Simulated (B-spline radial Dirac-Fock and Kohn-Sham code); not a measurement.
# Run log: Fe⁵⁺

ΔSCF core binding energies without Breit or QED terms, calculated with an atomic code on a B-spline grid. Keys: rel is the Hamiltonian (dirac, or spin-free x2c and nr, where L3 and M5 stand for the whole 2p and 3d shells), method is hf or an exchange,correlation pair (spin-unpolarised, also for the hole states), nuc the nuclear model, radius_factor scales its radius, rmax is the box in bohr, h the logarithmic mesh step, order the B-spline order, points the quadrature points per cell, c_factor scales the speed of light, and damp, ndamp, maxit and tol steer the iteration. The run stops when the commutator error falls below 10·tol·max(1, Z/10), or the numerical noise floor, and the energy has settled to about 1e-8 Ha; the virial ratio is −V/T.

Input (task.json):

```json
{"items": [{"Z": 26, "q": 5, "cfg": [[1, 0, 2], [2, 0, 2], [2, 1, 6], [3, 0, 2], [3, 1, 6], [3, 2, 3]], "A": 56, "rrms": 3.7377, "do": "settings", "holes": ["K", "L3", "M5"],
  "settings": [{"rel": "dirac", "method": "hf", "nuc": "fermi", "radius_factor": 1.0, "rmax": 45.0, "h": 0.3, "order": 8, "points": 10, "c_factor": 1.0, "maxit": 66, "damp": 0.995, "ndamp": 100, "tol": 1e-08}]}]}
```

Command: `python xray2_run.py task.json out`

Ground-state iterations:

```
iter   energy (Ha)        error
   1    -1252.18973592  1.12e+00
   2    -1263.19505745  3.92e-01
   3    -1263.21591364  3.89e-01
   4    -1263.23651939  3.86e-01
   5    -1263.25687759  3.83e-01
   6    -1263.27699111  3.81e-01
   7    -1263.29686279  3.78e-01
   8    -1263.31649542  3.75e-01
   9    -1263.33589177  3.72e-01
  10    -1263.35505458  3.69e-01
  11    -1263.37398657  3.66e-01
  12    -1263.39269041  3.64e-01
  13    -1263.41116875  3.61e-01
  14    -1263.42942421  3.58e-01
  15    -1263.44745938  3.56e-01
  23    -1263.58411169  3.36e-01
  31    -1263.70806758  3.20e-01
  39    -1263.82046745  3.05e-01
  47    -1263.92235316  2.90e-01
  55    -1264.01467623  2.76e-01
  63    -1264.09830541  2.62e-01
  66    -1264.12758907  2.58e-01
```

The ground state had not converged after 66 iterations, with total energy -1264.12759 Ha, virial ratio 1.96342 and highest orbital energy -84.07 eV. ΔSCF binding energies: K (1s) 7234.8 eV, L3 (2p3/2) 820.1 eV (not all states converged, so these are not final). Holes are computed only in closed shells, and unreliable hole states are left out.

Task: One setting is unsound. Which, and why?

Result: damp is so close to 1 that the orbitals hardly move in each step. With the default settings (Dirac Hartree-Fock): The ground state converged in 10 iterations, with total energy -1264.87898 Ha, virial ratio 1.98553 and highest orbital energy -98.17 eV. ΔSCF binding energies: K (1s) 7230.6 eV, L3 (2p3/2) 819.9 eV. Holes are computed only in closed shells, and unreliable hole states are left out.
